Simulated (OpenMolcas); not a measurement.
What dynamic correlation does to the levels of Kr³⁺

```json
{
  "Program": "OpenMolcas 26.06",
  "Basis": "ANO-R2 [6s5p4d3f1g]",
  "Scalar Hamiltonian": "X2C, finite nucleus",
  "Active space": "3 electrons in 3 orbitals (4p)",
  "State averaging": "2S+1 = 4 odd, 1 root; 2S+1 = 2 odd, 8 roots",
  "Spin-orbit coupling": "state interaction with AMFI integrals over the reference wave functions, term energies averaged over their components"
}
```

Methods on the same reference wave functions:
A. CASSCF
B. SS-CASPT2, IPEA 0.25 Eh, imaginary shift 0.1 Eh (closed shells correlated: 3d 4s)

Energies in cm-1 above 4s2 4p3 4S* 3/2, the measured ground level; measured values from Saloman, J. Phys. Chem. Ref. Data 36, 215 (2007).

```tsv
Level	A	B	Measured
4s2 4p3 4S* 3/2	0.0	0.0	0.0
4s2 4p3 2D* 3/2	21985	17980	17038
4s2 4p3 2D* 5/2	23207	19320	18700
4s2 4p3 2P* 1/2	38278	32660	31056
4s2 4p3 2P* 3/2	39947	34520	33406
```

Deviations, from unrounded energies. A percentage is the sum of absolute deviations over the sum of measured energies, with the sign that they share, or ± where signs differ.

```json
{"Against measurement": "mean absolute deviation (cm-1)", "Levels": "4", "A": "5800", "B": "1100"}
{"Against measurement": "other terms of the ground configuration (%)", "Levels": "4", "A": "+23.2", "B": "+4.3"}
```

B lies closest to measurement on these levels. The largest miss of B in the table is 4s2 4p3 2P* 1/2, by +1600 cm-1. The ranking rests on the paired levels alone, and a cruder setting can come out closer through cancelling errors.

From A to B the spin-free energies of the other terms of 4s2 4p3 shown, above 4S*, scale by factors of 0.83 to 0.85.

The lowest spin-free term lies below A's lowest term by 0.537 hartree in B.

Term energies are means over components that CASPT2 splits; among the terms shown or strongly mixed into the levels shown the widest spread is 210 cm-1 (4s2 4p3 2D*, B). With the s shell closed, the reference lacks s² → p² mixing. Computed and measured levels are paired by configuration, term and J; levels that our copy of the source lacks, or whose pairing is in doubt (as where it misses far off the trend of its configuration), stay unpaired and out of the deviations. Levels of configurations outside the active space are missing.

* marks odd parity.
